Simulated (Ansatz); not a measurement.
The molecule SiAs, multiplicity 4 (an upper state: multiplicity 2 came lower at CCSD(T)/def2-TZVPP on PBE0 minima). No spin–orbit coupling. As is treated without relativity.

The constants come from a fifth-degree fit in 1/R (seven points, main isotopes). In def2 and cc sets the state is the lowest found near the PBE0 minimum, followed along R.

The values were computed with Ansatz (a quantum-chemistry and plane-wave program). Each number belongs to the level named beside it.

Energies at PBE0/def2-TZVPP:

```tsv
R (Å)	E (hartree)
2.281690	-2524.84862554
2.343025	-2524.85218087
2.399454	-2524.85388547
2.463243	-2524.85435759
2.527032	-2524.85359841
2.600635	-2524.85153399
2.686505	-2524.84792621
```

### Question
With a reduced mass of 20.3703 u, find the minimum, the force constant and the constants.

### Answer
A fifth-degree polynomial in 1/R puts the minimum at r_e = 2.4534 Å with force constant 136 N/m. Then ω_e = (1/2πc)√(k/μ) = 337 cm⁻¹ and B_e = h/(8π²cμr_e²) = 0.1375 cm⁻¹; the cubic and quartic terms give α_e = 0.00069 and ω_e x_e = 1.1 cm⁻¹.
